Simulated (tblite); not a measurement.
Species: C₄H₄B₂ClF.
Bonds: F1–C2, C2–C3 (double), C3–Cl4, C3–B5, B5–C6, C6–C7 (double), C7–B8, C2–B8. Hydrogens: H9 on B5; H10 on C6; H11 on C7; H12 on B8.

Computed with GFN2-xTB (tblite), gas phase: L-BFGS steps from a force-field or distance-geometry start until the largest atomic force falls under 0.01 eV/Å.

Step 0: E = -606.2520 eV
```
atom  x, y, z in Å  |  force x, y, z in eV/Å
F1      2.4269    1.4431    0.0125   -0.387  -0.181  -0.045
C2      1.2597    0.7318   -0.0035   -0.115  -0.108   0.117
C3      1.3125   -0.6245    0.0152   -0.473  -0.072  -0.054
Cl4     2.8435   -1.4592    0.0199   -0.239   0.199   0.017
B5     -0.0277   -1.4764    0.0112   -0.032   0.287  -0.063
C6     -1.4041   -0.6960   -0.0137    0.723  -0.113   0.062
C7     -1.4364    0.6517   -0.0204    0.549   0.087   0.037
B8     -0.1046    1.5089   -0.0043   -0.196  -0.368  -0.079
H9      0.0075   -2.6588    0.0098    0.044   0.394   0.018
H10    -2.3293   -1.2620   -0.0124   -0.028   0.071  -0.022
H11    -2.3966    1.1590   -0.0286    0.033  -0.030  -0.012
H12    -0.1501    2.6816   -0.0118    0.121  -0.165   0.023
```

Step 1: E = -606.2726 eV
```
atom  x, y, z in Å  |  force x, y, z in eV/Å
F1      2.4214    1.4405    0.0119   -0.298  -0.140  -0.036
C2      1.2581    0.7303   -0.0018   -0.202  -0.131   0.092
C3      1.3057   -0.6255    0.0145   -0.288  -0.018  -0.043
Cl4     2.8401   -1.4564    0.0201   -0.236   0.174   0.014
B5     -0.0282   -1.4723    0.0103    0.058   0.110  -0.050
C6     -1.3937   -0.6976   -0.0128    0.256   0.021   0.047
C7     -1.4286    0.6529   -0.0199    0.205  -0.075   0.027
B8     -0.1074    1.5036   -0.0054   -0.020  -0.130  -0.059
H9      0.0081   -2.6532    0.0101    0.041   0.347   0.015
H10    -2.3297   -1.2609   -0.0127    0.183   0.170  -0.017
H11    -2.3962    1.1585   -0.0287    0.187  -0.113  -0.008
H12    -0.1484    2.6793   -0.0115    0.112  -0.216   0.018
```

Step 2: E = -606.2942 eV
```
atom  x, y, z in Å  |  force x, y, z in eV/Å
F1      2.4088    1.4346    0.0104   -0.143  -0.074  -0.015
C2      1.2508    0.7253    0.0021   -0.245  -0.016   0.034
C3      1.2926   -0.6267    0.0126    0.036  -0.032  -0.019
Cl4     2.8306   -1.4492    0.0207   -0.176   0.112   0.008
B5     -0.0267   -1.4663    0.0082    0.060  -0.055  -0.025
C6     -1.3793   -0.6980   -0.0108   -0.218   0.045   0.019
C7     -1.4173    0.6514   -0.0187   -0.155  -0.071   0.008
B8     -0.1098    1.4963   -0.0080    0.130   0.102  -0.016
H9      0.0097   -2.6389    0.0107    0.045   0.138   0.008
H10    -2.3243   -1.2550   -0.0134    0.303   0.192  -0.006
H11    -2.3901    1.1548   -0.0291    0.269  -0.161  -0.002
H12    -0.1439    2.6711   -0.0107    0.095  -0.178   0.006
```

Step 3: E = -606.3024 eV
```
atom  x, y, z in Å  |  force x, y, z in eV/Å
F1      2.4002    1.4304    0.0094   -0.056  -0.026  -0.003
C2      1.2435    0.7230    0.0045   -0.163  -0.029   0.000
C3      1.2868   -0.6282    0.0115    0.121   0.033  -0.006
Cl4     2.8233   -1.4439    0.0212   -0.089   0.059   0.005
B5     -0.0254   -1.4639    0.0068   -0.008  -0.068  -0.009
C6     -1.3749   -0.6981   -0.0095   -0.210   0.113   0.003
C7     -1.4136    0.6504   -0.0180   -0.132  -0.092  -0.001
B8     -0.1093    1.4938   -0.0095    0.077   0.115   0.009
H9      0.0113   -2.6300    0.0111    0.045  -0.028   0.004
H10    -2.3174   -1.2494   -0.0139    0.180   0.098   0.000
H11    -2.3832    1.1506   -0.0293    0.150  -0.100   0.001
H12    -0.1401    2.6646   -0.0103    0.084  -0.075  -0.002
```

**Question.** Estimate the geometry and energy of step 4. (The exact step hangs on the optimiser's Hessian estimate; all steps are aligned on step 3, rigid shifts and turns removed.)

**Answer.** E = -606.3052 eV, largest force 0.100 eV/Å
```
atom  x, y, z in Å  |  force x, y, z in eV/Å
F1      2.3954    1.4282    0.0089   -0.027  -0.001   0.003
C2      1.2380    0.7214    0.0056   -0.054   0.029  -0.014
C3      1.2860   -0.6281    0.0108    0.044  -0.017   0.000
Cl4     2.8187   -1.4406    0.0214   -0.011   0.023   0.003
B5     -0.0256   -1.4635    0.0060   -0.033  -0.023  -0.001
C6     -1.3749   -0.6962   -0.0089   -0.054  -0.014  -0.003
C7     -1.4130    0.6486   -0.0177   -0.028   0.061  -0.004
B8     -0.1085    1.4940   -0.0100   -0.009   0.035   0.017
H9      0.0128   -2.6270    0.0114    0.038  -0.093   0.001
H10    -2.3123   -1.2459   -0.0141    0.033   0.014   0.003
H11    -2.3785    1.1474   -0.0294    0.025  -0.033   0.001
H12    -0.1369    2.6609   -0.0101    0.075   0.018  -0.005
```

The energy changes by -0.0028 eV. The first-order estimate −F·Δx gives -0.0050 eV and the mean of the old and new forces, exact on a quadratic surface, -0.0028 eV. The step makes an angle of 47° with the force vector and moves no atom by more than 0.006 Å.

What follows is the cost of the whole relaxation. On Intel Xeon at 2.50 GHz, one thread, shared host, this took 0.28 s wall.
